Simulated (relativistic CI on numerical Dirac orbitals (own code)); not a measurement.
**What each ingredient does to the levels of In XXXI**

Base calculation: Dirac-Coulomb-Breit CI, KLI orbitals optimised for each configuration, model QED (radiative potential, 1s self-energy scaled to tabulated hydrogen-like ionisation energies), unscaled Slater integrals.

Configurations in the expansion (outside the closed core [Ne]): 3s2 3p6 3d, 3s2 3p5 3d2, 3s 3p6 3d2, 3s2 3p6 4s, 3s2 3p6 4p, 3s2 3p6 4d, 3s2 3p5 3d 4s, 3s2 3p6 4f, 3s2 3p5 3d 4p, 3s2 3p5 3d 4d, 3s 3p6 3d 4s, 3p6 3d2 4p, 3s2 3p5 3d 4f, 3s 3p6 3d 4p, 3s2 3p6 5s, 3s 3p6 3d 4d, 3s2 3p6 5p, 3s2 3p6 5d, 3s 3p6 3d 4f, 3s2 3p6 5f, 3s2 3p6 5g, 3p6 3d3, 3p5 3d4, 3p5 3d3 4s, 3p6 3d2 4s, 3p5 3d2 4s2, 3p6 3d2 4d, 3p5 3d3 4d, 3p5 3d2 4s 4d. Double excitations out of closed p, d and f shells are left out; levels of such configurations are missing from the list, as are those of other unlisted configurations, and high levels can miss mixing partners. These lack a partner that the ground configuration has and come out too high: 3s2 3p5 3d 4p, 3s2 3p5 3d 4f.

Variants: (1) QED terms removed; (2) only the first 3 configurations. Shifts of the energy above 3s2 3p6 3d 2D_3/2, in cm⁻¹, for the lowest level and the first level of each name with at least 55 % of one term (blank where a level changes its place among those of its configuration and J or its character, or is not in the variant):

| Level | Base | Δ(1) | Δ(2) |
| --- | --- | --- | --- |
| 3s2 3p6 3d 2D_3/2 | 0 | 0 | 0 |
| 3s2 3p6 3d 2D_5/2 | 83076 | -246 | +85 |
| 3s2 3p5 3d2 4D°_1/2 | 1147824 | +824 | -4954 |
| 3s2 3p5 3d2 4D°_3/2 | 1158559 | +833 | -4775 |
| 3s2 3p5 3d2 4D°_7/2 | 1253625 | +610 | -4381 |
| 3s2 3p5 3d2 4G°_9/2 | 1255205 | +638 | -3885 |
| 3s2 3p5 3d2 4G°_11/2 | 1284813 | +552 | -3626 |
| 3s2 3p5 3d2 4F°_9/2 | 1355424 | +510 | -4682 |
| 3s2 3p5 3d2 2H°_11/2 | 1374342 | +504 | -3654 |
| 3s2 3p5 3d2 2P°_1/2 | 1428836 | +399 | -4904 |
| 3s2 3p5 3d2 2G°_9/2 | 1435609 | +530 | -4432 |
| 3s 3p6 3d2 4F_3/2 | 2530636 | +7744 | -2368 |
| 3s 3p6 3d2 4F_5/2 | 2556887 | +7687 | -2436 |
| 3s 3p6 3d2 4F_7/2 | 2604731 | +7512 | -2449 |

At this charge energies of transitions that change n are usually good to better than 1 %, and those within a shell (Δn = 0) to a few per cent.

Ionisation energy from the two ground configurations alone: base 1737.75 eV. The NIST ASD value (theoretical) is 1738 eV.

LS names give the leading component of a level, which can be under half, so a name can repeat, a term be missing and a line seem to break the LS rules.
